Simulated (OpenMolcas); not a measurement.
Mo4+ (d2) among equal point charges was computed by CASSCF with the d shell active (OpenMolcas, ANO-RCC-VDZP on the metal). Its lowest spin-free states, and all those of the highest spin:

```json
{"2S+1": "3", "Degeneracy": "1", "E (cm-1)": "0.0"}
{"2S+1": "3", "Degeneracy": "3", "E (cm-1)": "1346"}
{"2S+1": "3", "Degeneracy": "3", "E (cm-1)": "2396"}
{"2S+1": "1", "Degeneracy": "2", "E (cm-1)": "12134"}
{"2S+1": "1", "Degeneracy": "3", "E (cm-1)": "13163"}
{"2S+1": "3", "Degeneracy": "3", "E (cm-1)": "14579"}
{"2S+1": "1", "Degeneracy": "1", "E (cm-1)": "18246"}
{"2S+1": "1", "Degeneracy": "3", "E (cm-1)": "18598"}
{"2S+1": "1", "Degeneracy": "2", "E (cm-1)": "19081"}
{"2S+1": "1", "Degeneracy": "3", "E (cm-1)": "19506"}
{"2S+1": "1", "Degeneracy": "1", "E (cm-1)": "44792"}
```

Problem. Is the site octahedral, tetrahedral or cube-like, axial, or of lower symmetry?

Solution. The states with 2S+1 = 3 have orbital degeneracies 1, 3, 3, 3. Threefold states need a cubic site. For d2 at this spin an octahedron puts the threefold T1 below the threefold T2 and a tetrahedron or cube puts the single A2 below the threefold T2, so the site is a tetrahedron or a cube, which this pattern cannot tell apart. The first gap at this spin, 1350 cm-1, is |10Dq| in ligand-field theory. The run had Mo4+ among 4 point charges of -1.5 e arranged as a tetrahedron (Td), 2.45 Å from the ion.

Spin-orbit coupling mixes the spin-free states strongly: the lowest level takes only 60 % from its leading state, 3A2. Without dynamic correlation the repulsion within the d shell is too large (B by tens of per cent), so at a given field states of lower spin stand too high. The ground term spreads over less than 5000 cm-1, several times less than with real ligands, so orbital moments are less quenched and χT lies further from the spin-only value than at real sites. Point charges carry no covalency, so the field is a model and not that of real ligands. No measured value stands beside these numbers.
